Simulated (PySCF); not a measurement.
Job file and geometry (Å, from PBE0-D3(BJ)/def2-SVP) of a spin–spin coupling run on `C[O][GeH]1[CH2]C[CH2]1`, C₄H₁₀GeO, B3LYP/pcJ-1 Ge:pcSseg-1 indirect spin-spin coupling, non-relativistic, gas phase in PySCF; density fitting, a coarse starting grid and PySCF grid level 2 are the driver's defaults:

```
{"job": {"kind": "j", "xc": "B3LYP", "basis": "pcJ-1"}, "charge": 0, "multiplicity": 1}
C      2.825902    -0.212015    -0.465789
O      1.529533     0.238143    -0.724823
Ge     0.295643     0.336483     0.559919
C     -1.369362     1.197974    -0.018367
C     -2.137688    -0.014609     0.569120
C     -1.044134    -1.110899     0.649453
H      3.276740     0.266339     0.426466
H      2.873596    -1.308112    -0.315293
H      3.465705     0.031503    -1.329848
H      1.015410     0.779951     1.856729
H     -1.391624     1.210905    -1.119588
H     -1.661435     2.190653     0.350397
H     -3.027167    -0.307237    -0.013792
H     -2.493798     0.228599     1.583455
H     -0.988095    -1.708503    -0.274235
H     -1.101602    -1.795101     1.507426
```

**Question.** Write the output of this run.

**Answer.** 
```
coarse grid: 58040 points
cycle   1  E = -2310.3185738728  dE = -1.637e-01  |g| = 1.235e+00  |ddm| = 3.285e+00
cycle   2  E = -2309.9211921637  dE =  3.974e-01  |g| = 1.886e+00  |ddm| = 2.306e+00
cycle   3  E = -2310.4835363114  dE = -5.623e-01  |g| = 3.446e-01  |ddm| = 1.853e+00
cycle   4  E = -2310.5024777374  dE = -1.894e-02  |g| = 1.113e-01  |ddm| = 3.066e-01
cycle   5  E = -2310.5044654035  dE = -1.988e-03  |g| = 2.474e-02  |ddm| = 1.044e-01
cycle   6  E = -2310.5046240912  dE = -1.587e-04  |g| = 7.006e-03  |ddm| = 2.920e-02
cycle   7  E = -2310.5046333567  dE = -9.265e-06  |g| = 1.300e-03  |ddm| = 6.049e-03
final grid: 122800 points
cycle   8  E = -2310.5045921346  dE =  7.490e-09  |g| = 1.639e-03  |ddm| = 3.658e-03
cycle   9  E = -2310.5045917458  dE =  3.888e-07  |g| = 2.280e-03  |ddm| = 3.291e-03
cycle  10  E = -2310.5045926494  dE = -9.036e-07  |g| = 2.658e-04  |ddm| = 1.778e-03
cycle  11  E = -2310.5045926637  dE = -1.430e-08  |g| = 6.514e-05  |ddm| = 2.528e-04
cycle  12  E = -2310.5045926643  dE = -6.198e-10  |g| = 7.161e-06  |ddm| = 5.590e-05
converged SCF energy = -2310.5045926643

Indirect spin-spin couplings (Hz)
  i      j    bonds     total        FC       PSO       DSO        SD
  0 C    1 O    1     22.988    23.533    -0.388    -0.158         -
  0 C    3 C    3      1.958     2.080     0.015    -0.137         -
  0 C    5 C    3     -0.286    -0.223     0.015    -0.079         -
  0 C    6 H    1    140.355   139.101     0.361     0.892         -
  0 C    7 H    1    143.803   142.582     0.356     0.864         -
  0 C    8 H    1    150.699   149.609     0.285     0.805         -
  0 C    9 H    3      2.355     2.332    -0.010     0.032         -
  0 C   10 H    4     -0.459    -0.342     0.200    -0.317         -
  0 C   12 H    5      0.214     0.329     0.222    -0.337         -
  0 C   13 H    5     -0.168     0.014     0.219    -0.401         -
  0 C   15 H    4     -0.206    -0.093     0.121    -0.234         -
  1 O    3 C    2     -4.846    -4.878    -0.017     0.049         -
  1 O    4 C    3     -1.518    -1.679     0.082     0.079         -
  1 O    5 C    2     -0.682    -0.668    -0.078     0.063         -
  1 O    6 H    2     -2.796    -1.967    -0.843     0.014         -
  1 O    7 H    2     -4.269    -3.495    -0.787     0.013         -
  1 O    8 H    2    -14.072   -13.222    -0.835    -0.015         -
  1 O    9 H    2     -0.053    -0.437     0.050     0.334         -
  1 O   10 H    3     -0.266    -0.195     0.022    -0.093         -
  1 O   11 H    3     -1.125    -1.278    -0.082     0.234         -
  1 O   12 H    4     -2.978    -3.116    -0.062     0.200         -
  1 O   13 H    4      0.206    -0.066    -0.082     0.354         -
  1 O   14 H    3     -0.592    -0.594     0.038    -0.036         -
  1 O   15 H    3     -0.407    -0.603    -0.084     0.280         -
  3 C    4 C    1     30.925    30.360     0.272     0.293         -
  3 C    5 C    2      5.820     6.146    -0.387     0.061         -
  3 C    9 H    2      6.607     7.297     0.140    -0.830         -
  3 C   10 H    1    139.219   136.920     1.097     1.202         -
  3 C   11 H    1    148.130   146.030     0.992     1.108         -
  3 C   12 H    2     -1.520    -1.823     0.302     0.001         -
  3 C   13 H    2     -3.418    -3.718     0.200     0.100         -
  3 C   14 H    3     -0.444    -0.387     0.011    -0.068         -
  3 C   15 H    3     13.803    13.927     0.313    -0.438         -
  4 C    5 C    1     30.854    30.343     0.220     0.291         -
  4 C    6 H    5     -0.240    -0.006     0.184    -0.418         -
  4 C    7 H    5     -0.190    -0.027     0.139    -0.302         -
  4 C    8 H    5     -0.156    -0.019     0.216    -0.353         -
  4 C    9 H    3     -2.085    -1.641     0.144    -0.588         -
  4 C   10 H    2     -4.084    -4.398     0.273     0.041         -
  4 C   11 H    2     -1.327    -1.585     0.315    -0.058         -
  4 C   12 H    1    141.551   139.854     0.748     0.949         -
  4 C   13 H    1    134.255   132.353     0.881     1.021         -
  4 C   14 H    2     -4.110    -4.416     0.265     0.041         -
  4 C   15 H    2     -1.297    -1.546     0.304    -0.055         -
  5 C    7 H    4      0.192     0.249    -0.046    -0.011         -
  5 C    9 H    2      9.887    10.540     0.117    -0.770         -
  5 C   10 H    3     -0.511    -0.451     0.007    -0.068         -
  5 C   11 H    3     13.714    13.842     0.314    -0.441         -
  5 C   12 H    2     -1.699    -1.994     0.300    -0.006         -
  5 C   13 H    2     -3.356    -3.645     0.194     0.095         -
  5 C   14 H    1    139.091   136.785     1.118     1.187         -
  5 C   15 H    1    147.251   145.139     1.015     1.097         -
  6 H    7 H    2     -9.467    -9.914     2.326    -1.879         -
  6 H    8 H    2    -12.579   -12.898     2.376    -2.057         -
  6 H    9 H    4      0.987    -0.014    -1.182     2.182         -
  6 H   10 H    5     -0.634    -0.010     0.748    -1.372         -
  6 H   11 H    5     -0.679    -0.071     0.539    -1.147         -
  6 H   12 H    6     -0.484     0.015     0.851    -1.351         -
  6 H   13 H    6     -0.636     0.001     0.575    -1.212         -
  6 H   14 H    5     -0.482    -0.009     0.679    -1.152         -
  6 H   15 H    5     -0.411     0.027     0.422    -0.859         -
  7 H    8 H    2    -11.603   -11.890     2.417    -2.130         -
  7 H   10 H    5     -0.484    -0.007     0.649    -1.126         -
  7 H   11 H    5     -0.714    -0.038     0.940    -1.615         -
  7 H   12 H    6     -0.383    -0.066     0.604    -0.921         -
  7 H   13 H    6     -0.510     0.000     0.650    -1.161         -
  8 H    9 H    4     -0.467    -0.252     1.082    -1.297         -
  8 H   10 H    5     -0.282    -0.074     0.448    -0.655         -
  8 H   11 H    5     -0.379     0.002     0.754    -1.135         -
  8 H   12 H    6      0.185     0.467     0.748    -1.030         -
  8 H   13 H    6     -0.452     0.003     0.881    -1.336         -
  8 H   14 H    5     -0.158     0.021     0.545    -0.723         -
  8 H   15 H    5     -0.289     0.054     0.873    -1.216         -
  9 H   10 H    3      1.643     4.110     1.457    -3.924         -
  9 H   11 H    3     -0.550     0.131     0.268    -0.949         -
  9 H   12 H    4      3.300     4.492     1.403    -2.594         -
  9 H   13 H    4     -0.273     0.190     0.018    -0.481         -
  9 H   14 H    3      1.461     3.811     1.421    -3.772         -
  9 H   15 H    3     -1.019    -0.440     0.218    -0.797         -
 10 H   11 H    2    -14.025   -15.054     2.557    -1.528         -
 10 H   12 H    3     12.266    11.884     0.002     0.380         -
 10 H   13 H    3     14.578    14.338     2.455    -2.214         -
 10 H   15 H    4     -1.653    -1.344     1.729    -2.038         -
 11 H   12 H    3      1.681     1.470     1.384    -1.174         -
 11 H   13 H    3     10.563    10.151    -0.058     0.470         -
 11 H   14 H    4     -1.645    -1.340     1.734    -2.039         -
 11 H   15 H    4      4.521     4.793     1.556    -1.828         -
 12 H   13 H    2    -14.298   -14.834     2.256    -1.719         -
 12 H   14 H    3     12.250    11.873    -0.006     0.383         -
 12 H   15 H    3      1.733     1.528     1.384    -1.178         -
 13 H   14 H    3     14.400    14.163     2.446    -2.209         -
 13 H   15 H    3     10.638    10.229    -0.075     0.483         -
 14 H   15 H    2    -13.844   -14.861     2.558    -1.541         -
```

Size and cost of the density-fitted run: 276 basis functions, 60 s wall time on 1 thread of an x86-64 server CPU, shared host.
